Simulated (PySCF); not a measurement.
# Gallium: a sound run and one with changed settings

Sound run: Ga [Ar] 3d10 4s2 4p1, Ga⁺ [Ar] 3d10 4s2. Calculation: PySCF 2.14, in x2c-TZVPall (6s5p4d1f, 48 functions); scalar relativity by spin-free X2C-1e. The sound run starts from symmetry-adapted Hartree-Fock orbitals and uses a fine grid where one is needed.

Changed run: 26 angular points. This setting is unsound on purpose.

```csv
species,method,sound run (hartree),changed run (hartree),converged
Ga,UHF,-1942.16906,-1942.16906,yes
Ga,TPSS,-1943.80583,-1943.80584,yes
Ga,LDA,-1940.67388,-1940.67404,yes
Ga⁺,UHF,-1941.96637,-1941.96637,yes
Ga⁺,TPSS,-1943.58768,-1943.58768,yes
Ga⁺,LDA,-1940.45272,-1940.45272,yes
```

Ionisation energy of Ga:

```tsv
method	sound run (eV)	changed run (eV)
UHF	5.516	5.516
TPSS	5.936	5.937
LDA	6.018	6.022
```

A coarse angular grid integrates products of high-l functions wrongly, so density functionals can shift, and the SCF can exploit the error; Hartree-Fock and MP2 need no grid.

For comparison, NIST gives 5.999 eV between the lowest levels.
